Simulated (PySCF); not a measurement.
Compound: C2H5NOSi.
Cartesian coordinates in Å at the PBE0-D3(BJ)/def2-SVP level; atoms count from 1:
```xyz
10
C2H5NOSi angstrom
Si     1.1606   -0.0875    0.2937
O     -0.1777    0.7507    0.8574
C     -1.4323    0.2606    1.1171
C     -2.1104   -0.6658    0.2495
N     -1.6258   -1.2065    1.2828
H      2.1905    0.9593    0.0626
H      1.6522   -1.0870    1.2851
H      0.8468   -0.7878   -0.9899
H     -1.9738    0.9237    1.8018
H     -2.6391   -0.9754   -0.6573
```

Computed with PBE0-D3(BJ)/def2-SVP geometry optimisation, gas phase in PySCF.

Take the most abundant isotopes and a rigid rotor. The values belong to one conformer with, in the numbering `[SiH3:1][O:2][C@H:3]1[CH:4]=[N:5]1`, Si1–O2–C3–C4 -43°.

Task: Give the principal moments of inertia and the rotational constants in cm⁻¹.

Result: Ia = 48.34, Ib = 184.08, Ic = 201.96 u·Å²; 505379 MHz·u·Å²/I gives 10455, 2745 and 2502 MHz, that is A = 0.34873, B = 0.09158, C = 0.08347 cm⁻¹.

Task: Classify the top.

Result: A near-prolate asymmetric top. Ray's parameter κ = (2B − A − C)/(A − C) = -0.939; −1 is the prolate and +1 the oblate limit.

Task: Is it planar, by Δ = Ic − Ia − Ib?

Result: Not planar: Δ = Ic − Ia − Ib = -30.46 u·Å². For a rigid frame Δ = −2 Σ m c², so Σ m c² = 15.23 u·Å² lies off the ab plane: 5.41 from hydrogen and 9.82 from heavier atoms. The atom farthest from that plane is 1.49 Å away.

Task: Give the other two planar moments, Paa and Pbb, and the rms extents of the mass along the axes.

Result: Paa = Σ m a² = (Ib + Ic − Ia)/2 = 168.85 and Pbb = Σ m b² = (Ia + Ic − Ib)/2 = 33.11 u·Å². With the mass M = 87.01 u, the rms extents √(P/M) along a, b and c are 1.39, 0.62, 0.42 Å.

Task: Where do the levels up to J = 5 lie, in K?

Result: Above 0(0,0), as E/k:
J = 1: 1(0,1) 0.252, 1(1,1) 0.622, 1(1,0) 0.634
J = 2: 2(0,2) 0.755, 2(1,2) 1.114, 2(1,1) 1.149, 2(2,1) 2.259, 2(2,0) 2.259
J = 3: 3(0,3) 1.510, 3(1,3) 1.852, 3(1,2) 1.922, 3(2,2) 3.014, 3(2,1) 3.016, 3(3,1) 4.894, 3(3,0) 4.894
J = 4: 4(0,4) 2.515, 4(1,4) 2.835, 4(1,3) 2.952, 4(2,3) 4.022, 4(2,2) 4.026, 4(3,2) 5.902, 4(3,1) 5.902, 4(4,1) 8.532, 4(4,0) 8.532
J = 5: 5(0,5) 3.768, 5(1,5) 4.064, 5(1,4) 4.239, 5(2,4) 5.280, 5(2,3) 5.290, 5(3,3) 7.162, 5(3,2) 7.162, 5(4,2) 9.792, 5(4,1) 9.792, 5(5,1) 13.174, 5(5,0) 13.174
Those of J = 1 are B + C, A + C and A + B.

Task: Which lines would a microwave search look for?

Result: The dipole components are |μa| = 0.59 D, |μb| = 0.04 D, |μc| = 1.69 D. Intensities carry the squares of the components, which stand as 0.12 : 0.00 : 1.00 (a : b : c). Some lines, for components of 0.1 D or more:

```tsv
type	branch	J(Ka,Kc)	MHz	lower level (cm⁻¹)
a	Q	2(1,1) ← 2(1,2)	729	0.774
a	R	1(0,1) ← 0(0,0)	5248	0.000
c	Q	2(1,2) ← 2(0,2)	7472	0.525
c	Q	1(1,1) ← 1(0,1)	7709	0.175
a	R	2(1,2) ← 1(1,1)	10253	0.432
a	R	2(0,2) ← 1(0,1)	10490	0.175
a	R	2(1,1) ← 1(1,0)	10739	0.440
c	R	1(1,0) ← 0(0,0)	13200	0.000
c	R	2(1,1) ← 1(0,1)	18691	0.175
c	Q	2(2,1) ← 2(1,1)	23128	0.799
c	R	2(2,0) ← 1(1,0)	33872	0.440
c	R	2(2,1) ← 1(1,1)	34110	0.432
```

Task: Estimate the classical rotational partition function at 10 K, 25 K and 50 K.

Result: Point group C1, symmetry number σ = 1; q = (√π/σ)·√((kT/h)³/(ABC)), k/h = 20836.6 MHz/K: 629 at 10 K, 2490 at 25 K, 7030 at 50 K.

PBE0-D3(BJ)/def2-SVP frequencies: not computed here. These are rigid-rotor constants of the computed structure; measured ground-state constants (B0) also hold zero-point vibration. A rigid rotor knows nothing of internal rotation, which can split or shift real lines. Quadrupole hyperfine structure (14N) is left out.
